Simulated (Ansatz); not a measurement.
Relaxation of BFH5NO (9 atoms, charge 0, multiplicity 1), to a largest force component of 0.03 eV/Å in at most 50 steps.

Method: RKS PBE-D4/def2-SVP in Ansatz.

```xyz
9
Properties=species:S:1:pos:R:3
B 0.049 -0.199 0.287
N 0.077 -0.313 1.766
H -0.740 -0.627 2.289
H 0.960 -0.381 2.276
F 1.209 -0.104 -0.372
H -1.002 -0.331 -0.307
O -0.351 2.375 0.458
H -1.300 2.317 0.241
H -0.299 1.863 1.305
```

Question: Where does it end, and by what steps?

Answer: The run converged. After 8 steps the energy has fallen by 0.086 eV; O7 moved furthest, 0.19 Å.

```
step  energy less start (eV)  largest force component (eV/Å)  accepted
   0                  0.0000                           1.998       yes
   1                 -0.0509                           1.012       yes
   2                 -0.0618                           0.537       yes
   3                 -0.0750                           0.344       yes
   4                 -0.0798                           0.321       yes
   5                 -0.0831                           0.283       yes
   6                 -0.0856                           0.185       yes
   7                 -0.0855                           0.213        no
   8                 -0.0863                           0.027       yes
```

```xyz
9
Properties=species:S:1:pos:R:3
B 0.072 -0.299 0.285
N 0.078 -0.309 1.699
H -0.758 -0.516 2.245
H 0.943 -0.287 2.243
F 1.233 -0.206 -0.381
H -0.971 -0.433 -0.329
O -0.390 2.496 0.605
H -1.307 2.365 0.300
H -0.297 1.788 1.276
```

Whether the end is a true minimum wasn't checked by a vibrational analysis.

The run took 37 s on 1 thread of Arm Neoverse N1, on a shared host, peak memory 0.14 GiB.
